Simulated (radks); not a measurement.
The numbers below are computed, except where a source is named.
Q: The table gives one normalised radial function P(r) = r R(r) of Hf3+ in [Xe] 4f14 5d1 (r in bohr). Code: a radial shooting solver on a logarithmic mesh with Libxc functionals. Model: scalar-relativistic Kohn-Sham, r2SCAN, spin-polarised, spherical densities, finite nucleus; open shells are filled with parallel spins first (spin-orbit coupling, left out, can overturn this in heavy ions); meta-GGA in the generalised Kohn-Sham scheme; Fermi nuclear charge, rms radius 5.347 fm.

r,P
0.0006951,0.0000
0.0009345,0.0000
0.001266,0.0000
0.001703,0.0000
0.002308,0.0000
0.003103,0.0001
0.004205,0.0002
0.005653,0.0005
0.007662,0.0010
0.0103,0.0023
0.01396,0.0050
0.01877,0.0105
0.02544,0.0218
0.0342,0.0422
0.04598,0.0766
0.06232,0.1284
0.08378,0.1865
0.1136,0.2240
0.1527,0.1898
0.2069,0.0417
0.2782,-0.1777
0.377,-0.3363
0.5069,-0.2695
0.6869,0.0416
0.9236,0.4319
1.252,0.7220
1.683,0.7802
2.263,0.6271
3.066,0.3659
4.123,0.1458
5.587,0.0329
7.512,0.0038

Which n and l does it have? It may be an empty orbital.

A: n = 5, l = 2: the number of nodes gives n - l - 1 = 2, the rise at small r (about r^(l+1), flatter next to the nucleus through relativity) gives l, and the extent must fit the shell. The curve is that of 5d up; the table hardly tells the two spins apart. 5d up: eigenvalue -27.257 eV, 2 radial nodes at r = 0.220, 0.665 bohr, <r> = 1.91 bohr, 90 % of the charge inside 2.92 bohr.
